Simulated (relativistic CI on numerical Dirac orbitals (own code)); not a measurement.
**Sensitivity of the levels of Tl38+ to α and to the nuclear radius**

Computed by Dirac-Coulomb-Breit CI, orbitals from a KLI potential per configuration, derivatives by finite differences, unscaled Slater integrals, QED left out (own radial code, finite nucleus).

Configuration list (outside the closed core [Ar] 3d10): 4s2 4p6 4d7, 4s2 4p6 4d6 4f, 4s2 4p5 4d8, 4s2 4p4 4d9, 4s 4p6 4d8, 4p6 4d9, 4s 4p5 4d9, 4s2 4p6 4d6 5s. Levels of other configurations are missing.

With x = (α/α₀)² − 1 an excitation energy changes as ω = ω₀ + qx; K = 2q/ω₀ is the relative enhancement. Terms are leading LS components, so labels can repeat. The field-shift factor is F = δν/δ⟨r²⟩ for the transition from the lowest level.

Lowest level 4s2 4p6 4d7 4F_9/2.

```tsv
Level	ω₀ (cm⁻¹)	q (cm⁻¹)	F (GHz/fm²)
4s2 4p6 4d7 2P_3/2	40828	1185	-1.19
4s2 4p6 4d7 2D_5/2	65710	8391	0.29
4s2 4p6 4d7 4F_7/2	212303	230900	9.23
4s2 4p6 4d7 2H_9/2	241308	225600	9.29
4s2 4p6 4d7 4P_3/2	245176	232300	9.23
4s2 4p6 4d7 4P_5/2	253410	235100	9.51
4s2 4p6 4d7 4P_1/2	258072	230600	8.09
4s2 4p6 4d7 2H_11/2	274619	226700	9.92
4s2 4p6 4d7 2F_7/2	293464	234400	9.45
4s2 4p6 4d7 2F_5/2	308807	224700	9.27
4s2 4p6 4d7 2D_3/2	370112	233900	10.2
4s2 4p6 4d7 4F_5/2	452698	457000	18.1
4s2 4p6 4d7 4P_3/2	465274	459900	17.7
4s2 4p6 4d7 2P_1/2	485443	462100	17.1
4s2 4p6 4d7 2H_9/2	490449	457900	18.9
4s2 4p6 4d7 2F_7/2	499637	452600	18.1
4s2 4p6 4d7 2D_5/2	583992	458100	18.8
4s2 4p6 4d7 2D_3/2	715253	688800	26.7
4s2 4p5 4d8 4G°_11/2	1756319	296800	30.2
4s2 4p5 4d8 4F°_9/2	1765178	212300	31.5
4s2 4p5 4d8 2D°_5/2	1770652	277300	28.3
4s2 4p5 4d8 2P°_1/2	1787008	237400	31.2
4s2 4p5 4d8 2F°_7/2	1789986	148300	31.9
```

At this charge energies of transitions that change n are usually good to better than 1 %, and those within a shell (Δn = 0) to a few per cent. Terms inside the open d or f shell come out 10 to 20 % too wide with unscaled integrals.

(1) Which transition from the lowest level has the largest |K|?

## Answers

(1) 4s2 4p6 4d7 4F_7/2 at 212303 cm⁻¹, K = 2.18.
